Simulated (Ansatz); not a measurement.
Reaction (cleavage of the Si–P bond): `C[Si](C)(F)P` + HI → `C[Si](C)(F)I` + PH₃

Computed with Ansatz on PBE0-D4/def2-TZVP structures; ΔE is electronic, products minus reactants. CBS: MP2 limit from def2 TZ/QZ plus the TZ coupled-cluster correction, frozen cores. This one scheme is used for every species. Elements past krypton have def2 core potentials. For I outer-core shells are correlated without core-valence functions, which leaves a few kJ/mol of doubt a bond. Each species was taken in one conformer, which may not be the lowest.

```csv
species,MP2/def2-QZVPP energy (Eh)
`C[Si](C)(F)P`,-810.68578
HI,-297.92187
`C[Si](C)(F)I`,-765.96327
PH₃,-342.67677
```

Problem. Work out ΔE.

Solution. ΔE = (-765.96327) + (-342.67677) − (-810.68578) − (-297.92187) = -0.03239 Eh = -85.0 kJ/mol. CCSD(T)/CBS gives -78.4 kJ/mol.

Largest T1 diagnostic among the species: 0.013.

From PBE to PBE0 (25 % exact exchange), in def2-TZVPP and without D4, ΔE moves by −3.7 kJ/mol. In def2-TZVPP, CCSD(T) changes the Hartree–Fock value by +12.6 kJ/mol (the triples alone add +1.1 kJ/mol) and MP2 by +3.7 kJ/mol.
